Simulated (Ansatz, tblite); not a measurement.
Series SnH3X: gap (eV) at several levels, gas phase, relaxed structures; Ansatz, xTB through tblite. Core potentials for Sn in the def2 sets, no spin–orbit coupling. The structures are stationary points that may keep the symmetry of their start.

```json
{"species": "Sn(GeH3)H3 (SnGeH6)", "state": "singlet", "geometry": "r2SCAN-D4/def2-TZVP", "GFN1-xTB": "5.24", "GFN2-xTB": "5.51", "PBE-D4/def2-TZVP": "5.94", "r2SCAN-D4/def2-TZVP": "6.57", "PBE0-D4/def2-SVP": "8.09", "PBE0-D4/def2-TZVP": "7.80"}
{"species": "Sn(SMe)H3 (CH6SSn)", "state": "singlet", "geometry": "r2SCAN-D4/def2-SVP", "GFN1-xTB": "4.98", "GFN2-xTB": "3.40", "PBE-D4/def2-TZVP": "4.14", "r2SCAN-D4/def2-TZVP": "4.69", "PBE0-D4/def2-SVP": "6.32", "PBE0-D4/def2-TZVP": "6.16"}
{"species": "Sn(vinyl)H3 (C2H6Sn)", "state": "singlet", "geometry": "r2SCAN-D4/def2-TZVP", "GFN1-xTB": "4.85", "GFN2-xTB": "4.76", "PBE-D4/def2-TZVP": "5.32", "r2SCAN-D4/def2-TZVP": "5.75", "PBE0-D4/def2-SVP": "7.54", "PBE0-D4/def2-TZVP": "7.41"}
{"species": "Sn(OMe)H3 (CH6OSn)", "state": "singlet", "geometry": "r2SCAN-D4/def2-TZVP", "GFN1-xTB": "6.95", "GFN2-xTB": "5.50", "PBE-D4/def2-TZVP": "4.76", "r2SCAN-D4/def2-TZVP": "5.46", "PBE0-D4/def2-SVP": "7.24", "PBE0-D4/def2-TZVP": "7.10"}
{"species": "SnEtH3 (C2H8Sn)", "state": "singlet", "geometry": "PBE0-D4/def2-SVP", "GFN1-xTB": "6.57", "GFN2-xTB": "6.20", "PBE-D4/def2-TZVP": "6.24", "r2SCAN-D4/def2-TZVP": "6.93", "PBE0-D4/def2-SVP": "8.55", "PBE0-D4/def2-TZVP": "8.12"}
{"species": "Sn(OEt)H3 (C2H8OSn)", "state": "singlet", "geometry": "B3LYP-D4/def2-SVP", "GFN1-xTB": "6.42", "GFN2-xTB": "5.04", "PBE-D4/def2-TZVP": "4.59", "r2SCAN-D4/def2-TZVP": "5.26", "PBE0-D4/def2-SVP": "7.06", "PBE0-D4/def2-TZVP": "6.92"}
{"species": "SnH3(NHEt) (C2H9NSn)", "state": "singlet", "geometry": "PBE-D4/def2-SVP", "GFN1-xTB": "4.97", "GFN2-xTB": "4.29", "PBE-D4/def2-TZVP": "4.24", "r2SCAN-D4/def2-TZVP": "4.86", "PBE0-D4/def2-SVP": "6.59", "PBE0-D4/def2-TZVP": "6.37"}
{"species": "SnPhH3 (C6H8Sn)", "state": "singlet", "geometry": "r2SCAN-D4/def2-SVP", "GFN1-xTB": "4.44", "GFN2-xTB": "4.48", "PBE-D4/def2-TZVP": "4.88", "r2SCAN-D4/def2-TZVP": "5.23", "PBE0-D4/def2-SVP": "6.82", "PBE0-D4/def2-TZVP": "6.73"}
{"species": "Sn(NMeEt)H3 (C3H11NSn)", "state": "singlet", "geometry": "r2SCAN-D4/def2-SVP", "GFN1-xTB": "4.83", "GFN2-xTB": "4.04", "PBE-D4/def2-TZVP": "3.91", "r2SCAN-D4/def2-TZVP": "4.49", "PBE0-D4/def2-SVP": "6.18", "PBE0-D4/def2-TZVP": "5.97"}
{"species": "SnH3(NEt2) (C4H13NSn)", "state": "singlet", "geometry": "PBE0-D4/def2-SVP", "GFN1-xTB": "4.78", "GFN2-xTB": "4.00", "PBE-D4/def2-TZVP": "3.86", "r2SCAN-D4/def2-TZVP": "4.44", "PBE0-D4/def2-SVP": "6.14", "PBE0-D4/def2-TZVP": "5.92"}
```

(1) Estimate the rows for SnH3(NHMe) (CH7NSn) (singlet, B3LYP-D4/def2-SVP geometry); Sn(eta1-allyl)H3 (C3H8Sn) (singlet, PBE-D4/def2-SVP geometry); SnH3(nBu) (C4H12Sn) (singlet, PBE-D4/def2-SVP geometry); SnH3(OSiMe3) (C3H12OSiSn) (singlet, PBE0-D4/def2-SVP geometry).

(1) 
```
                  species    state           geometry  GFN1-xTB  GFN2-xTB  PBE-D4/def2-TZVP  r2SCAN-D4/def2-TZVP  PBE0-D4/def2-SVP  PBE0-D4/def2-TZVP
      SnH3(NHMe) (CH7NSn)  singlet  B3LYP-D4/def2-SVP      5.06      4.38              4.18                 4.83              6.53               6.31
Sn(eta1-allyl)H3 (C3H8Sn)  singlet    PBE-D4/def2-SVP      4.47      4.30              4.62                 5.04              6.74               6.54
      SnH3(nBu) (C4H12Sn)  singlet    PBE-D4/def2-SVP      6.37      5.87              6.10                 6.74              8.40               7.99
SnH3(OSiMe3) (C3H12OSiSn)  singlet   PBE0-D4/def2-SVP      5.59      4.52              5.02                 5.70              7.41               7.21
```

Over the 14 species that have every level, the mean is 5.39 at GFN1-xTB, 4.74 at GFN2-xTB, 4.84 at PBE-D4/def2-TZVP, 5.43 at r2SCAN-D4/def2-TZVP, 7.11 at PBE0-D4/def2-SVP, 6.90 at PBE0-D4/def2-TZVP. Orbital gaps grow with the share of exact exchange and aren't one observable across functionals.
